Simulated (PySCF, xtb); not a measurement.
CH5Si, SMILES [SiH2]C, multiplicity 2.

Harmonic wavenumbers (cm⁻¹) from GFN2-xTB (xtb 6.7.1) at its own minimum, in rising order: 149, 487, 504, 739, 772, 834, 838, 1370, 1490, 1491, 2289, 2303, 2987, 3033, 3036.

Task: What does PBE-D3(BJ)/def2-TZVP (PySCF) give at its own minimum? (Estimate from the structure and the level; the computed values follow.)

Result: 175, 506, 536, 677, 806, 856, 897, 1224, 1400, 1405, 2120, 2146, 2967, 3044, 3066. Paired by order, the mean absolute difference is 64 cm⁻¹ and the zero-point energies are 31.9 and 31.2 kcal/mol.
